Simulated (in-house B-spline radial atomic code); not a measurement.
The numbers below are computed, except where a source is named.
# Building a PAW s channel for W, r_c = 2.64 bohr

W, [Xe] 4f14 5d4 6s2, non-relativistic LDA (VWN5) (a model for so heavy an element), spherical and spin-unpolarised, from an all-electron radial atomic-structure program (B-spline basis) (atomic units; all potentials screened as in the neutral atom).

Two all-electron partial waves φ1, φ2 are integrated outwards at E1 = ε(6s) = -0.181413 and E2 = E1 + 1 hartree; φ1 is the bound orbital and φ2 has unit norm inside r_c = 2.642 bohr. Smooth partners are polynomials, r^1(a0 + a1 r² + a2 r⁴ + a3 r⁶), matched to φ and three derivatives at r_c, with no condition on the norm. The local potential is -4.46901 + (1.55412) r² + (-0.223762) r⁴ + (0.0117972) r⁶ inside 2.202 bohr and the all-electron one outside.

| wave | φ(r_c) | φ'(r_c) | a0 | a1 | a2 | a3 |
| --- | --- | --- | --- | --- | --- | --- |
| 1 | 0.5909474 | 0.1047813 | 0.006738231 | 0.09619552 | -0.01298522 | 0.0005238271 |
| 2 | 0.4887987 | -1.520266 | 0.6549452 | 0.07076645 | -0.03171121 | 0.001708869 |

Inside r_c the overlaps are <φi φj> = [[0.25488, 0.47481], [0.47481, 1.00000]] and, for the smooth waves, [[0.25436, 0.55289], [0.55289, 1.59887]]. With χj = (Ej − T − V_local) applied to smooth wave j, the program's quadrature gives the matrix B_ij = <smooth i, χj> as [[0.15199, 0.68138], [0.60330, 3.01474]].

Question: Check the match of the first wave, and find the augmentation charges q_ij.

Answer: At r_c the four terms are 0.01780, 1.77400, -1.67153, 0.47067, which sum to 0.5909, φ1(r_c) to rounding. q_ij is the all-electron overlap less the smooth one: [[0.00052, -0.07808], [-0.07808, -0.59887]]. The smooth first wave has a norm of 0.2544 inside r_c against 0.2549, and q11 > 0 puts back the missing charge.

Question: B isn't symmetric. Show that D_ij = B_ij + Ej q_ij is.

Answer: Integrating by parts gives B12 − B21 = (E1 − E2) q12: 0.68138 − (0.60330) = 0.07808, and −1 × (-0.07808) = 0.07808. So D12 = 0.68138 + (0.818587)(-0.07808) = 0.61746 and D21 = 0.60330 + (-0.181413)(-0.07808) = 0.61746; D11 = 0.15190, D22 = 2.52451. The projectors, p = (B⁻¹)ᵀ χ, are dual to the smooth waves; det B = 0.047.

Solving (T + V_local + Σ p D p) ψ = E (1 + Σ p q p) ψ in a sphere of 9 bohr, whose wall lifts the free-atom level a little, gives these levels:

| all-electron | one projector | two projectors |
| --- | --- | --- |
| -0.180394 | -0.943608 | -9.359130 |
| 0.109536 | -0.180394 | -0.180394 |
| 0.489406 | 0.109161 | 0.109505 |
| 1.033870 | 0.484956 | 0.489352 |
| 1.731290 | 1.008780 | 1.033780 |

Question: What does the second projector gain?

Answer: With one projector a ghost lies below the reference level, so the set fails. With two a ghost lies below the reference level, so the set fails. The lowest eigenvalue of the overlap operator is 1 with one and 0.03885 with two projectors. The smooth orbital alone needs a cutoff of 2.69 hartree for 1 millihartree of kinetic energy, against 4.99 for a norm-conserving Troullier-Martins orbital of the same radius, which is no gain while the set fails.
